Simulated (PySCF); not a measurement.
UHF on Sr⁺ (strontium, charge +1)

Configuration: [Kr] 5s1, 2S determinant. Computed with PySCF 2.14 in x2c-SVPall (6s4p5d1f, 50 functions), with the spin-free X2C one-electron Hamiltonian (Gaussian nucleus).

```json
{"Total energy": "-3176.848712 hartree", "One-electron energy": "-4386.4349 hartree", "Hartree (Coulomb) energy": "1313.4330 hartree", "Exchange energy": "-103.8468 hartree", "⟨S²⟩": "0.7502", "⟨L²⟩": "0.000", "Sum of ⟨r⟩": "26.58 bohr", "Sum of ⟨r²⟩": "45.99 bohr²", "Langevin diamagnetic susceptibility": "-36.4 ×10⁻⁶ cm³/mol", "Time after the integrals": "0.11 s of wall time on 1 thread of Neoverse-V2 (shared host)"}
```

```
shell  electrons  mean orbital energy (eV)  rms radius, mean of both spins (bohr)
 1s α          1                  -16203.9                                 0.0451
 1s β          1                  -16203.8                                 0.0451
 2s α          1                   -2268.1                                  0.187
 2s β          1                   -2268.1                                  0.187
 2p α          3                   -2011.6                                  0.166
 2p β          3                   -2011.6                                  0.166
 3s α          1                   -386.75                                  0.524
 3s β          1                   -386.66                                  0.524
 3p α          3                   -301.00                                  0.535
 3p β          3                   -300.97                                  0.535
 3d α          5                   -159.25                                  0.547
 3d β          5                   -159.23                                  0.547
 4s α          1                   -59.582                                   1.46
 4s β          1                   -59.329                                   1.46
 4p α          3                   -36.293                                   1.69
 4p β          3                   -36.159                                   1.69
 5s α          1                   -10.453                                   4.38
```

Densities and radii are taken from the X2C orbitals without a picture-change correction, which distorts them close to the nucleus.
